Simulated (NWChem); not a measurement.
System: CCl3F; SMILES FC(Cl)(Cl)Cl

All runs: NWChem. Pople sets run with spherical d functions. Coordinates come from a B3LYP/6-31G* (spherical d) optimisation. Ions are spin-unrestricted doublets at the neutral geometry; other ion states weren't tried. Functional: LC-ωPBE (HJS hole) with 6-31G*; the question gives the range parameter ω in 1/bohr.

**Question.** Estimate the computed values for range parameter (1/bohr) 0.35. Quantities: vertical ionisation energy, ΔSCF (eV); −ε(HOMO) (eV).

**Answer.** 
| Quantity | Result |
|---|---|
| vertical ionisation energy, ΔSCF (eV) | 11.99 |
| −ε(HOMO) (eV) | 11.74 |
